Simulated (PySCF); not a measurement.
A structure optimised at PBE-D3(BJ)/def2-SVP, used in a PySCF frequency run:

```
W
N 1 1.7590
H 2 1.0253 1 153.42
F 1 1.8921 2 109.59 3 -115.57
N 1 1.9412 2 104.20 3 123.26
H 5 1.0241 1 124.52 2 12.10
H 5 1.0260 6 111.17 1 168.20
S 1 2.1613 2 110.96 3 6.91
```
Charge 0, spin multiplicity 1.

Q: Write its SMILES and formula.

A: [NH]=[W]([NH2])([F])=[S], FH₃N₂SW

Q: What are its rotational constants (standard atomic weights)?

A: 3.0765, 2.1383, 1.9452 GHz
